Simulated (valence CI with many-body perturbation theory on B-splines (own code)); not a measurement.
**Tl¹⁵⁺: one-electron terms**

Calculated by relativistic CI+MBPT: six valence electrons over a frozen Dirac-Fock core [Kr] 4d10 4f14, a basis of 9 s, 9 p, 8 d, 6 f, 3 g, 1 h functions for each j, with the one-electron correlation potential Σ1 (screened to all orders), the two-electron term Σ2, the three-electron term Σ3, Breit, model QED; selected single and double excitations, second order for the rest, scaled by the run's own slope (own B-spline code, finite nucleus).

No measured levels were compared; by estimate levels hold to about 250 cm⁻¹ or 0.2 % of their energy and the worst to 1 %, as in measured heavy ions of charge 2 to 7. The list stops below the first excitations out of the core. Only levels of the ground parity were solved; by the run's estimate the other parity begins above the list, which can be wrong where configurations are misplaced.

These are the spectroscopic orbitals of the CI (the correlating ones are not listed), shaped by the core and the other valence electrons. h is the expectation value of the core's Dirac-Fock operator, without the valence repulsion; Σ1 is computed up to l = 3 at one energy for each symmetry, that of its lowest orbital but kept below the first core excitation, so for empty shells it is not the orbital's own correlation shift; Breit and QED include the response of the core.

| Orbital | h (hartree) | Σ1 (cm⁻¹) | Breit (cm⁻¹) | QED (cm⁻¹) | ⟨r⟩ (bohr) |
| --- | --- | --- | --- | --- | --- |
| 5s1/2 | -20.306 | -22698 | 3180 | 2775 | 0.8346 |
| 6s1/2 | -11.64 | -6307 | 1209 | 1044 | 1.497 |
| 7s1/2 | -7.574 | -2739 | 581 | 508 | 2.352 |
| 8s1/2 | -5.3323 | -1481 | 332 | 290 | 3.386 |
| 5p1/2 | -18.598 | -20611 | 4736 | 167 | 0.8727 |
| 6p1/2 | -10.83 | -5763 | 1785 | 60.6 | 1.579 |
| 7p1/2 | -7.1364 | -2607 | 891 | 30.4 | 2.466 |
| 8p1/2 | -5.0684 | -1440 | 519 | 17.7 | 3.536 |
| 5p3/2 | -17.52 | -16719 | 2458 | 346 | 0.9328 |
| 6p3/2 | -10.357 | -4957 | 965 | 134 | 1.657 |
| 7p3/2 | -6.8838 | -2296 | 548 | 68.7 | 2.562 |
| 8p3/2 | -4.9171 | -1284 | 323 | 40.3 | 3.649 |
| 5d3/2 | -14.816 | -12125 | 1424 | -98.7 | 1.031 |
| 6d3/2 | -9.0437 | -3940 | 591 | -41.4 | 1.839 |
| 7d3/2 | -6.1565 | -1971 | 324 | -22.7 | 2.808 |
| 5d5/2 | -14.616 | -11442 | 856 | -16.6 | 1.049 |
| 6d5/2 | -8.9514 | -3787 | 358 | -7.5 | 1.860 |
| 7d5/2 | -6.1052 | -1905 | 201 | -4.2 | 2.834 |
| 5f5/2 | -11.36 | -6133 | 162 | -52.4 | 1.270 |
| 6f5/2 | -7.3811 | -2732 | 90.0 | -27.5 | 2.174 |
| 5f7/2 | -11.316 | -6000 | -17.5 | -31.7 | 1.277 |
| 6f7/2 | -7.3586 | -2683 | -7.5 | -16.9 | 2.182 |
| 5g7/2 | -8.6665 |  | 7.6 | 0.3 | 1.584 |
| 5g9/2 | -8.6674 |  | -7.5 | 2.2 | 1.584 |

Among the shells of the start configuration 5s2 5p4, Σ1 is largest in size for 5s1/2, where it is 0.51 % of h.

Lowest root of each symmetry, sizes in configuration state functions:

```json
{"J": "0", "Parity": "even", "Roots": "2", "Reference": "32", "Variational": "15466", "Second order": "809346", "Change by selected CI (cm⁻¹)": "-14315", "Change by second order (cm⁻¹)": "-54"}
{"J": "1", "Parity": "even", "Roots": "1", "Reference": "65", "Variational": "21012", "Second order": "1874910", "Change by selected CI (cm⁻¹)": "-13209", "Change by second order (cm⁻¹)": "-94"}
{"J": "2", "Parity": "even", "Roots": "2", "Reference": "86", "Variational": "32790", "Second order": "2797197", "Change by selected CI (cm⁻¹)": "-13359", "Change by second order (cm⁻¹)": "-90"}
```
